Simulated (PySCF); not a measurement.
An equivalent PySCF input for Sn+ (tin, charge +1), [Kr] 4d10 5s2 5p1, 2P determinant, with a scalar-relativistic core potential:

```python
from pyscf import gto, scf, dft, mp, cc
import basis_set_exchange as bse
txt = bse.get_basis("cc-pVTZ-PP", elements=["Sn"], fmt="nwchem", header=False)
cut = txt.index("\nECP")
mol = gto.M(atom="Sn 0 0 0", charge=1, spin=1, symmetry="D2h",
            basis=gto.basis.parse(txt[:cut]),
            ecp={"Sn": gto.basis.parse_ecp(txt[cut:])})
mf = dft.UKS(mol, xc="M062X")
mf.irrep_nelec = {'Ag': (4, 4), 'B1g': (1, 1), 'B2g': (1, 1), 'B3g': (1, 1), 'B1u': (1, 1), 'B2u': (2, 1), 'B3u': (1, 1)}
mf.kernel()
```

It reaches the same state as the run whose output follows, with an energy that differs only through the grid. The run itself started from symmetry-adapted Hartree-Fock orbitals and held the occupation by maximum overlap, on a logarithmic radial grid, so the iterations belong to that start.

```
SCF conv_tol = 1e-09
number electrons alpha = 11  beta = 10
XC functionals = M062X
    Y. Zhao and D. G. Truhlar.,  Theor. Chem. Acc. 120, 215 (2008)
    Y. Zhao and D. G. Truhlar.,  Theor. Chem. Acc. 120, 215 (2008)
cycle= 1 E= -213.930424230168  delta_E= -0.00269  |g|= 0.0139  |ddm|= 0.187
cycle= 2 E= -213.930561945473  delta_E= -0.000138  |g|= 0.00652  |ddm|= 0.0585
cycle= 3 E= -213.93057854906  delta_E= -1.66e-05  |g|= 0.00142  |ddm|= 0.0141
cycle= 4 E= -213.930580723023  delta_E= -2.17e-06  |g|= 0.000106  |ddm|= 0.00817
cycle= 5 E= -213.930580734017  delta_E= -1.1e-08  |g|= 8.83e-06  |ddm|= 0.000481
cycle= 6 E= -213.930580734098  delta_E= -8.11e-11  |g|= 7.6e-07  |ddm|= 4.87e-05
converged SCF energy = -213.930580734098  <S^2> = 0.75490951  2S+1 = 2.0049035
```

Energies and moments cover only the electrons outside the core potential.
